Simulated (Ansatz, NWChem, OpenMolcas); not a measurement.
# How basis sets differ on TlBr (SMILES [Br][Tl])

TlBr has 2 atoms, charge 0, and is taken as a singlet. SMILES: `[Br][Tl]`. Geometry: the measured bond length.

```xyz
2

Br    0.0000    0.0000    0.0000
Tl    0.0000    0.0000    2.6182
```

Each level gives the HOMO–LUMO gap (eV). The values are calculated.

```
                                     level          kind     program  value (eV)  CPU time
               HF/LANL2DZ (core potential)  Hartree–Fock      Ansatz        9.52    0.17 s
HF/def2-SVP (RICD fitting, core potential)  Hartree–Fock  OpenMolcas        9.84     2.4 s
              HF/def2-SVP (core potential)  Hartree–Fock      NWChem        9.84      17 s
                         HF/ANO-R0 (sfX2C)  Hartree–Fock  OpenMolcas        9.43     9.5 s
                      HF/ANO-RCC-MB (DKH2)  Hartree–Fock  OpenMolcas        9.73      14 s
           HF/def2-TZVPPD (core potential)  Hartree–Fock  OpenMolcas        9.74      18 s
```

The values span 9.43 to 9.84 eV. A Hartree–Fock LUMO above zero doesn't converge with the basis: it sinks as sets grow more diffuse. Orbital gaps aren't excitation energies. Times are those of the runs behind each value, whatever else they computed, on shared processors of several kinds: orders of magnitude only.
